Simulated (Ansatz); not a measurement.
The lowest singlet and triplet of AsH (SMILES [AsH]); geometries from B3LYP-D3(BJ)/def2-TZVP, each state relaxed from the structure named, with no frequency check, low spin by broken symmetry.
Singlet (charge 0, multiplicity 1):
```csv
atom,x (Å),y (Å),z (Å)
As,0.0000,0.0000,-0.0452
H,0.0000,0.0000,1.4900
```
Triplet (charge 0, multiplicity 3):
```tsv
atom	x (Å)	y (Å)	z (Å)
As	0.0000	0.0000	-0.0452
H	0.0000	0.0000	1.4904
```

A positive gap puts the triplet lower; no zero-point energy. R- takes a restricted singlet, here one determinant of a half-filled degenerate or near-degenerate pair, which mixes singlet states. The triplet is unrestricted in single-reference levels. Active spaces average the two states.

Correlated levels freeze the cores. Filled d and f shells under p-block atoms count as core.

Run with Ansatz (a quantum-chemistry and plane-wave program) with Gaussian orbitals. Values without a source in brackets are computed.

R-PBE/def2-TZVPP gives 32.29 kcal/mol for the gap E(singlet) − E(triplet), adiabatic.

Task: Predict the shift from PBE, with its sign, for: R-r2SCAN/def2-TZVPP, R-B3LYP/def2-TZVPP, R-wB97M-V/def2-TZVPP, R-B2PLYP/def2-TZVPP, R-MP2/cc-pVQZ, R-CCSD(T)/cc-pVQZ, SC-NEVPT2 on SA-CASSCF(6,5)/cc-pVQZ, FIC-MRCISD+Q on SA-CASSCF(6,5)/cc-pVQZ, FCI/cc-pVDZ.

Result: R-r2SCAN/def2-TZVPP 5.28; R-B3LYP/def2-TZVPP -2.50; R-wB97M-V/def2-TZVPP -3.38; R-B2PLYP/def2-TZVPP -1.37; R-MP2/cc-pVQZ 0.36; R-CCSD(T)/cc-pVQZ -6.41; SC-NEVPT2 on SA-CASSCF(6,5)/cc-pVQZ -10.04; FIC-MRCISD+Q on SA-CASSCF(6,5)/cc-pVQZ -11.44; FCI/cc-pVDZ -5.82 kcal/mol. 2 of 9 lie above PBE; the widest gap is to FIC-MRCISD+Q on SA-CASSCF(6,5)/cc-pVQZ.

Doubts at one or more of the structures used: a restricted determinant that unrestricted orbitals would lower (R-PBE/def2-TZVPP, R-r2SCAN/def2-TZVPP, R-B3LYP/def2-TZVPP, R-wB97M-V/def2-TZVPP, R-B2PLYP/def2-TZVPP, R-MP2/cc-pVQZ, R-CCSD(T)/cc-pVQZ).
